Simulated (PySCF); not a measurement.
SeFCl, SMILES F[Se]Cl.

The structure is a stationary point at r2SCAN-D4/def2-TZVP.

Method: PySCF with r2SCAN-D4/def2-TZVP.

Frequencies are harmonic and unscaled.

| mode | ν (cm⁻¹) | IR (km/mol) | Raman (Å⁴/amu) | depolarisation | moving atoms (share of kinetic energy) |
|---|---|---|---|---|---|
| 1 | 210 | 2.4 | 3.0 | 0.66 | F 60 %, Cl 26 %, Se 14 % |
| 2 | 427 | 34.4 | 9.6 | 0.28 | Cl 67 %, Se 33 % |
| 3 | 662 | 74.4 | 8.9 | 0.25 | F 80 %, Se 19 % |
